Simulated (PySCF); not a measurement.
Bi(Cl)2(Me) (CH3BiCl2), SMILES [CH3][Bi]([Cl])[Cl]. The structure is a stationary point at B3LYP-D3(BJ)/def2-SVP. The structure was generated by enumeration; whether it is a known compound was not checked. The def2 effective core potentials stand for the cores of Bi; spin–orbit coupling is left out.

Computed equilibrium geometry at B3LYP-D3(BJ)/def2-SVP (PySCF confirms it by a frequency run) as Cartesian coordinates in Å, and its point group:
point group Cs.
```xyz
7

Bi    -0.3422     0.2918     0.0000
Cl     0.3859    -1.1210     1.9231
Cl     0.3859    -1.1210    -1.9231
C      1.5985     1.4869     0.0000
H      1.6378     2.1088    -0.9057
H      1.6378     2.1088     0.9057
H      2.4177     0.7564     0.0000
```
